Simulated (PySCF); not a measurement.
H4S4Si, SMILES S[Si](S)(S)S.

The structure is a stationary point at PBE-D3(BJ)/def2-SVP. One conformer was computed; it need not be the lowest.

All values below come from PBE-D3(BJ)/def2-SVP in PySCF 2.14.0.

Frequencies are harmonic and unscaled.

Modes within 1.5 cm⁻¹ of each other (mostly degenerate sets) share a row, with their intensities summed.

```json
[
 {"mode": "1", "ν (cm⁻¹)": "88", "IR (km/mol)": "0.0", "moving atoms (share of kinetic energy)": "S 73 %, H 27 %"},
 {"mode": "2", "ν (cm⁻¹)": "123", "IR (km/mol)": "3.2", "moving atoms (share of kinetic energy)": "S 92 %"},
 {"mode": "3–4", "ν (cm⁻¹)": "165", "IR (km/mol)": "11.2", "moving atoms (share of kinetic energy)": "S 77 %, Si 16 %"},
 {"mode": "5", "ν (cm⁻¹)": "180", "IR (km/mol)": "0.9", "moving atoms (share of kinetic energy)": "S 70 %, Si 19 %, H 11 %"},
 {"mode": "6", "ν (cm⁻¹)": "215", "IR (km/mol)": "0.0", "moving atoms (share of kinetic energy)": "H 73 %, S 27 %"},
 {"mode": "7–8", "ν (cm⁻¹)": "240", "IR (km/mol)": "23.7", "moving atoms (share of kinetic energy)": "H 95 %"},
 {"mode": "9", "ν (cm⁻¹)": "267", "IR (km/mol)": "64.9", "moving atoms (share of kinetic energy)": "H 89 %, S 11 %"},
 {"mode": "10", "ν (cm⁻¹)": "363", "IR (km/mol)": "0.0", "moving atoms (share of kinetic energy)": "S 97 %"},
 {"mode": "11", "ν (cm⁻¹)": "524", "IR (km/mol)": "78.4", "moving atoms (share of kinetic energy)": "Si 63 %, S 37 %"},
 {"mode": "12–13", "ν (cm⁻¹)": "533", "IR (km/mol)": "171.0", "moving atoms (share of kinetic energy)": "Si 51 %, S 33 %, H 17 %"},
 {"mode": "14", "ν (cm⁻¹)": "668", "IR (km/mol)": "0.0", "moving atoms (share of kinetic energy)": "H 96 %"},
 {"mode": "15", "ν (cm⁻¹)": "723", "IR (km/mol)": "0.2", "moving atoms (share of kinetic energy)": "H 92 %"},
 {"mode": "16–17", "ν (cm⁻¹)": "740", "IR (km/mol)": "66.2", "moving atoms (share of kinetic energy)": "H 77 %, Si 16 %"},
 {"mode": "18–20", "ν (cm⁻¹)": "2602", "IR (km/mol)": "0.6", "moving atoms (share of kinetic energy)": "H 97 %"},
 {"mode": "21", "ν (cm⁻¹)": "2604", "IR (km/mol)": "0.0", "moving atoms (share of kinetic energy)": "H 97 %"}
]
```
